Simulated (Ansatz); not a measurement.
Geometry optimisation, RKS PBE0-D4/def2-SVP (Ansatz).

Input:

```yaml
crystal:
  periodic: [false, false, false]
  atoms:
    - { symbol: Si, position_ang: [0.0, 0.0, 0.0] }
    - { symbol: H, position_ang: [0.0, 0.0, 1.81] }
    - { symbol: F, position_ang: [1.4994, 0.0, -0.5295] }
    - { symbol: F, position_ang: [-0.7489, 1.2974, -0.5295] }
    - { symbol: H, position_ang: [-0.6877, -1.1914, -0.4862] }
    - { symbol: O, position_ang: [-1.879, 0.006, 0.6243] }
    - { symbol: H, position_ang: [-2.4259, -0.6226, 0.0535] }
    - { symbol: H, position_ang: [-0.9605, 0.0031, 1.7351] }
basis:
  gaussian: { orbitals: def2-SVP }
hamiltonian:
  xc: pbe0
  dispersion: d4
relax:
  f_tol: 0.15
  max_steps: 25
  restrain:
    - { distance: [0, 5], at: 2.88, k: 30.0 }
    - { distance: [7, 1], at: 1.86, k: 30.0 }
    - { distance: [0, 1], at: 1.46, k: 30.0 }
    - { distance: [7, 5], at: 1.01, k: 30.0 }
```

Command:

```bash
$ ansatz run input.yaml --threads 1 --pin off --max-ram 2048MiB --backend cpu --events-out ev --progress --plain --runs-dir out
```

Question: Where does it end, and by what steps?

Answer: It converged. The restraints hold the end off the free minimum; the threshold counts their pulls, which the force column leaves out. Restrained pairs: Si1–O6 (1.98 → 2.88 Å), H2–H8 (0.96 → 1.87 Å), Si1–H2 (1.81 → 1.47 Å), O6–H8 (1.44 → 0.98 Å). After 15 steps the energy has fallen by 3.815 eV (the restraints' own energy left out); H7 moved furthest, 1.01 Å.

```
step  energy less start (eV)  largest force component (eV/Å)  accepted
   0                  0.0000                           4.457       yes
   1                 -0.8327                           4.338       yes
   2                 -1.8862                           5.761       yes
   3                 -2.8510                           5.509       yes
   4                 -3.4397                           2.031       yes
   5                 -3.5955                           1.814       yes
   6                 -3.7193                           1.291       yes
   7                 -3.7814                           0.890       yes
   8                 -3.8036                           0.728       yes
   9                 -3.8102                           0.697       yes
  10                 -3.8121                           0.694       yes
  11                 -3.8136                           0.693       yes
  12                 -3.8148                           0.701       yes
  13                 -3.8156                           0.727       yes
  14                 -3.7292                           2.093        no
  15                 -3.8154                           0.777       yes
```

```xyz
8
Properties=species:S:1:pos:R:3
Si 0.273 0.045 -0.150
H 0.062 -0.037 1.302
F 1.870 -0.041 -0.386
F -0.183 1.493 -0.682
H -0.346 -1.031 -0.950
O -2.398 -0.034 0.913
H -2.711 -0.944 0.967
H -1.770 0.041 1.664
```

The run took 59 s on 1 thread of AMD EPYC 7R43 64-Core Processor (Zen 3), with other jobs on the host, peak memory 0.16 GiB.
